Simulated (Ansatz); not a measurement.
C5HClF6O2Sn (`FC(F)(F)C1=CC(C(F)(F)F)=[O+][Sn-]([Cl])[O]1`). The species carries charge 0 and has multiplicity 1. Sn takes the def2 core potential. Geometry: relaxed with PBE0-D4/def2-TZVP.

```xyz
16

F     0.453    1.027    2.786
C     0.148    1.870    1.802
F    -0.974    2.507    2.136
F     1.125    2.764    1.703
C    -0.050    1.153    0.455
C    -0.011   -0.235    0.427
C    -0.308   -0.965   -0.717
C    -0.385   -2.498   -0.615
F    -1.636   -2.896   -0.840
F    -0.018   -2.946    0.585
F     0.403   -3.057   -1.525
O    -0.568   -0.537   -1.868
Sn   -0.231    1.484   -2.631
Cl    2.123    1.151   -2.545
O    -0.267    1.945   -0.495
H     0.196   -0.766    1.341
```

**Question.** What is the dipole moment at r2SCAN/def2-TZVPP? (Best estimate.)

**Answer.** Computed: 2.28 D, with components (-2.20, 0.48, -0.38) D in this frame, pointing from negative to positive charge.

**Question.** And with PBE, B3LYP, ωB97M-V? (Best estimate.)

**Answer.** The calculation gave: PBE 2.25 D, B3LYP 2.39 D, ωB97M-V 2.35 D.

**Question.** Give the Mulliken charges with r2SCAN, PBE, ωB97M-V in def2-TZVPP. (An estimate is asked.)

**Answer.** Computed: 
```
atom  r2SCAN    PBE  ωB97M-V
  F1   -0.16  -0.12    -0.16
  C2    0.50   0.39     0.48
  F3   -0.16  -0.12    -0.15
  F4   -0.15  -0.11    -0.14
  C5    0.28   0.20     0.25
  C6   -0.25  -0.24    -0.24
  C7    0.28   0.20     0.25
  C8    0.50   0.39     0.48
  F9   -0.16  -0.12    -0.15
 F10   -0.16  -0.12    -0.16
 F11   -0.15  -0.11    -0.14
 O12   -0.44  -0.36    -0.44
Sn13    0.81   0.75     0.79
Cl14   -0.42  -0.39    -0.38
 O15   -0.44  -0.36    -0.44
 H16    0.12   0.12     0.13
```

B3LYP here is the variant with VWN-RPA as its local correlation; programs differ in this.
